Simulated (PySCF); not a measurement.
The dipole of `Cc1nnc([Si](C)(C)C)s1` from its density and from atomic charges.

Coordinates (GFN2-xTB, Å) and charges (e) from the PBE0/pcSseg-1 density (PySCF):

```
atom       x       y       z  Mulliken      IAO  Hirshfeld  ESP-fitted
  C1   4.168  -0.017  -0.834   -0.1432  -0.4372    -0.1163     -0.5011
  C2   2.813  -0.057  -0.245   -0.1793  +0.0125    +0.0516     +0.5384
  N3   2.558  -0.252   0.998   -0.2094  -0.1861    -0.1362     -0.3729
  N4   1.266  -0.247   1.297   -0.2144  -0.1652    -0.1257     -0.2549
  C5   0.480  -0.050   0.303   -0.2986  -0.2856    -0.0579     +0.0644
 Si6  -1.411   0.014   0.390   +1.0004  +1.0791    +0.4083     +1.0058
  C7  -1.939   1.731  -0.251   -0.6123  -0.7218    -0.2175     -0.8021
  C8  -2.066  -1.355  -0.764   -0.6124  -0.7218    -0.2176     -0.8122
  C9  -1.924  -0.265   2.196   -0.6062  -0.7163    -0.2115     -0.7979
 S10   1.359   0.163  -1.206   +0.1796  +0.2133    +0.0809     -0.1830
 H11   4.347   0.947  -1.307   +0.1427  +0.1652    +0.0535     +0.1577
 H12   4.274  -0.791  -1.592   +0.1428  +0.1652    +0.0535     +0.1577
 H13   4.902  -0.176  -0.048   +0.1465  +0.1779    +0.0599     +0.1401
 H14  -3.018   1.842  -0.224   +0.1366  +0.1551    +0.0419     +0.1875
 H15  -1.511   2.527   0.352   +0.1426  +0.1593    +0.0426     +0.1784
 H16  -1.618   1.887  -1.277   +0.1371  +0.1546    +0.0368     +0.1857
 H17  -1.746  -1.196  -1.790   +0.1371  +0.1546    +0.0366     +0.1892
 H18  -3.151  -1.384  -0.758   +0.1366  +0.1551    +0.0419     +0.1902
 H19  -1.710  -2.335  -0.457   +0.1426  +0.1593    +0.0425     +0.1805
 H20  -1.574  -1.226   2.559   +0.1487  +0.1651    +0.0456     +0.1748
 H21  -1.507   0.499   2.844   +0.1485  +0.1650    +0.0456     +0.1750
 H22  -3.004  -0.240   2.301   +0.1339  +0.1527    +0.0414     +0.1987
```

**Question.** What dipole does each set of charges give (1 e·Å = 4.803 D), and what does the density give?

**Answer.** The full density gives (-0.88, 0.48, -2.67) D, 2.85 D in size; dipole vectors point from the negative to the positive end.

```
    scheme     μx    μy     μz  size (D)  share of the full size (%)  angle to the full dipole (°)
  Mulliken  -1.32  0.71  -3.99      4.26                         149                             0
       IAO  -1.13  0.59  -3.31      3.55                         124                             1
 Hirshfeld  -0.44  0.33  -1.87      1.95                          68                             5
ESP-fitted  -0.88  0.48  -2.68      2.86                         100                             0
```

**Question.** Which set comes closest?

**Answer.** Length of the difference vector: ESP-fitted 0.01 D, IAO 0.70 D, Hirshfeld 0.93 D, Mulliken 1.41 D. Closest: ESP-fitted. ESP charges are fitted to the potential around the molecule, whose slowest-falling term is the dipole's. 

**Question.** What is left for the Hirshfeld atoms' own dipoles?

**Answer.** The Hirshfeld atoms' densities add up to the full density, so μ = Σ q r + Σ (atomic dipoles). The atomic dipoles sum to (-0.88, 0.48, -2.67) − (-0.44, 0.33, -1.87) = (-0.44, 0.15, -0.80) D, 0.93 D in size.

**Question.** With the origin at the mean of the coordinates, (0.000, 0.001, 0.113) Å, which are the largest single terms, by size, of the Mulliken dipole along the direction of the full one?

**Answer.** C9 +4.08, C8 -3.62, C7 -3.61, N3 +1.67, N4 +1.59 D; all 22 atoms together +4.26 D. The single terms depend on the origin, their sum doesn't.

**Question.** Give the size of the full dipole in other units.

**Answer.** 2.85 D = 1.122 au = 0.594 e·Å = 9.52 × 10⁻³⁰ C·m.

Geometry: GFN2-xTB; no solvent, vibrations or thermal averaging.

Shape of the structure used: `[CH3:1][c:2]1[n:3][n:4][c:5]([Si:6]([CH3:7])([CH3:8])[CH3:9])[s:10]1`: N4–C5–Si6–C7 121°.
